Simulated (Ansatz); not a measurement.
Stepwise reaction of `[S]=[Nb]([Cl])([Cl])[Cl]` with hydrogen fluoride, as a gas-phase model of exchange steps in deposition or etching. ΔE in kJ/mol; ΔG adds harmonic PBE0-D4 terms to CCSD(T)/CBS, at 1 bar.

Isolated molecules relaxed with PBE0-D4/def2-TZVP in Ansatz; ΔE leaves out vibrations. CBS: MP2 limit from def2 TZ/QZ plus the TZ coupled-cluster correction, frozen cores. This one scheme is used for every species. DFT in def2-TZVPP. B3LYP here is the variant with VWN-RPA as its local correlation; programs differ in this. def2 core potentials past Kr. For Nb outer-core shells are correlated without core-valence functions, which leaves a few kJ/mol of doubt a bond.

```tsv
step	reaction	PBE-D4	B3LYP-D4	ωB97M-V	CCSD(T)/CBS	ΔG(600 K)
1	`[S]=[Nb]([Cl])([Cl])[Cl]` + H–F → `[F][Nb](=[S])([Cl])[Cl]` + HCl	-7.4	-7.2	-10.8	4.8	-6.9
2	`[F][Nb](=[S])([Cl])[Cl]` + H–F → `[F][Nb]([F])(=[S])[Cl]` + HCl	-8.8	-8.7	-12.0	3.0	-3.2
3	`[F][Nb]([F])(=[S])[Cl]` + H–F → `[F][Nb]([F])([F])=[S]` + HCl	-10.0	-10.2	-12.9	1.3	0.6
```

Q: By hand: ΔE of the 3 steps together at CCSD(T)/CBS.

A: (4.8) + (3.0) + (1.3) = 9.1 kJ/mol, or 3.0 kJ/mol a step.

In ΔE the steps differ by no more than 3.5 kJ/mol. ΔG lies between -6.9 and 0.6 kJ/mol a step. PBE-D4 differs from CCSD(T)/CBS by -12.2 to -11.3 kJ/mol a step. Isolated molecules leave out the surface, adducts and barriers. Largest T1 diagnostic: 0.023.
